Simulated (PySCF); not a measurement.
PySCF 2.14 output of an unrestricted BP86 calculation on a single atom or ion in aug-cc-pVDZ-PP with ECP28MDF (5s5p4d2f, 54 functions), with a scalar-relativistic core potential:

```
SCF conv_tol = 1e-09
number electrons alpha = 11  beta = 5
    A. D. Becke.,  Phys. Rev. A 38, 3098 (1988)
    J. P. Perdew.,  Phys. Rev. B 33, 8822 (1986)
cycle= 1 E= -94.3494939525176  delta_E= -0.00755  |g|= 0.0391  |ddm|= 0.586
cycle= 2 E= -94.3494591991149  delta_E= 3.48e-05  |g|= 0.0409  |ddm|= 0.142
cycle= 3 E= -94.3500880277114  delta_E= -0.000629  |g|= 0.000892  |ddm|= 0.0712
cycle= 4 E= -94.3500935518099  delta_E= -5.52e-06  |g|= 0.000322  |ddm|= 0.0197
cycle= 5 E= -94.3500985671451  delta_E= -5.02e-06  |g|= 0.000213  |ddm|= 0.0252
cycle= 6 E= -94.3501024366348  delta_E= -3.87e-06  |g|= 1.66e-05  |ddm|= 0.0491
cycle= 7 E= -94.350102437153  delta_E= -5.18e-10  |g|= 2.06e-06  |ddm|= 0.000333
converged SCF energy = -94.350102437153  <S^2> = 12.000544  2S+1 = 7.0001553
```

The run itself started from symmetry-adapted Hartree-Fock orbitals and held the occupation by maximum overlap, on a logarithmic radial grid, so the iterations belong to that start.

Task: Which element, charge and spin multiplicity is this?

Result: Ru (ruthenium, neutral), multiplicity 7; the state was [Kr] 4d6 5s1 6s1, high-spin 7D determinant (an excited configuration).

Energies and moments cover only the electrons outside the core potential. The outer electron is Rydberg-like, and this basis confines it to a smaller radius and binds it less than a complete one would.
